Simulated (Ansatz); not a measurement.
Mulliken charges of ClFGeH4Sn, SMILES `[F][SnH]([Cl])[GeH3]` from r2SCAN/def2-TZVPP in Ansatz (PBE0-D4/def2-TZVP geometry).

| atom | x (Å) | y (Å) | z (Å) | charge (e) |
| --- | --- | --- | --- | --- |
| F1 | 1.270 | 0.115 | 2.160 | -0.480 |
| Sn2 | 1.179 | 0.120 | 0.240 | 0.889 |
| Cl3 | 2.134 | -1.910 | -0.372 | -0.381 |
| Ge4 | -1.343 | 0.078 | -0.376 | 0.033 |
| H5 | 2.271 | 1.340 | -0.232 | -0.105 |
| H6 | -1.998 | 1.367 | 0.131 | 0.011 |
| H7 | -1.462 | -0.015 | -1.902 | 0.012 |
| H8 | -1.959 | -1.152 | 0.294 | 0.020 |

By hand: the dipole of these point charges (1 e Å = 4.8032 D).

Σ q r = (-0.736, 0.633, -0.685) e Å, of length 1.188 e Å = 5.71 D.

How does the dipole of the full density compare? (An estimate is asked.)

Computed: (-0.470, 0.402, -0.458) e Å, 3.70 D; the point charges give 1.54 times that, at 1° from its direction.

Point charges leave out the atoms' own dipoles, such as those of lone pairs, and Mulliken's split depends on the basis, so the two needn't agree.
